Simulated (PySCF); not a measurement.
# Sm⁴⁹⁺: ionisation energy

Sm⁴⁹⁺ [Ne] 3s2 3p1 [3p1/2^1, M_J = 1/2] → Sm⁵⁰⁺ [Ne] 3s2, as a difference of total energies. Calculation: PySCF 2.14, in an even-tempered Gaussian basis (18 s from 13 bohr⁻², ratio 2.4; 14 p from 16 bohr⁻², ratio 2.4; 4 d from 55 bohr⁻², ratio 2.6; 4 f from 83 bohr⁻², ratio 2.6); the two-component X2C-1e Hamiltonian. Correlated levels: 1s2 frozen; the 54 highest virtual spinors dropped. "Screened" scales the spin-orbit matrix elements by Boettger's factors to mimic the two-electron term; Breit and QED terms are absent.

| method | ionisation energy (eV) |
| --- | --- |
| GHF (spin-free) | 4229.3 |
| GMP2 (spin-free) | 4229.8 |
| GHF (screened spin-orbit) | 4341.5 |
| GMP2 (screened spin-orbit) | 4341.7 |

Breit and QED terms and the two-electron picture change are absent.

The spin-free rows lack the spin-orbit shift.

For comparison: 4337 ± 4 eV (theoretical estimate listed by NIST; NIST Atomic Spectra Database, ionization energies).
